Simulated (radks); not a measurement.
Values are calculated unless marked as measured or tabulated.
The lead ion Pb11+ is in [Xe] 4f14 5d3. Level of theory: scalar-relativistic Kohn-Sham, r2SCAN, spin-polarised, spherical densities, finite nucleus; meta-GGA in the generalised Kohn-Sham scheme; Fermi nuclear charge, rms radius of each element as measured or else 0.836 A^(1/3) + 0.57 fm (a radial shooting solver on a logarithmic mesh with Libxc functionals). Open shells are filled with parallel spins first. One electron is removed from 5s, 4f, 5p, 5d in turn, with full relaxation. Which removal costs least, and what does each cost?

Answer. 5d 203.16 eV; 5p 275.92 eV; 5s 340.31 eV; 4f 344.79 eV. The 5d electron leaves first.
